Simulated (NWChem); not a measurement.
System: CH$_{5}$AlS; SMILES C[S][AlH2]

Here is an NWChem input.

```
start job
memory heap 200 mb stack 900 mb global 1100 mb
geometry units angstroms noautoz
  Al     0.202376    -1.536466     0.002960
  H     -0.832943    -2.734610     0.010238
  H      1.783249    -1.689227    -0.007659
  S     -0.633552     0.471831     0.007814
  C      0.840344     1.553615    -0.001696
  H      0.817951     2.189138     0.893860
  H      0.803027     2.193247    -0.893819
  H      1.777382     0.979652    -0.010854
end
basis spherical
  * library def2-svp
end
dft
  xc optx lyp
  iterations 150
  mulliken
end
task dft energy
```

Coordinates come from a PBE0/def2-SVP optimisation.

Predict the main results of this run. (OLYP/def2-SVP.) Quantities: energy (Ha); highest occupied level (eV); orbital gap (eV); dipole (D).


| Item | Value |
|---|---|
| energy (Ha) | -681.51 |
| highest occupied level (eV) | -5.85 |
| orbital gap (eV) | 4.18 |
| dipole (D) | 1.44 |
